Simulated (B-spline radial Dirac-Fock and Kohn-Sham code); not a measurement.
## Binding energies of Tl³⁺ in different valence configurations

Level of theory: Dirac-Fock (average of configuration) total-energy differences with a finite nucleus, the Breit interaction including its frequency dependence, and self-energy and vacuum-polarisation corrections; a B-spline atomic structure program. Electron correlation is not included.

Reference: the tabulated ground configuration [Xe] 4f14 5d10, with 2s 15390.7 eV, 2p1/2 14736.5 eV, 3s 3750.1 eV, 3p1/2 3458.2 eV, 4p3/2 653.4 eV, 5p1/2 134.2 eV, Kα1 72868.9 eV, Kβ1 82563.9 eV.

Shifts from the reference in eV.

```
    configuration  average energy     2s  2p1/2     3s  3p1/2  4p3/2  5p1/2    Kα1    Kβ1
[Xe] 4f14 5d9 6p1          +20.95  +7.04  +7.02  +6.96  +6.97  +6.85  +5.63  -0.22  -0.14
[Xe] 4f14 5d9 6s1          +10.66  +5.38  +5.35  +5.30  +5.28  +5.15  +3.95  -0.28  -0.18
```

Values without a named source are computed, but for edge energies of neutral atoms, which are taken from tables.
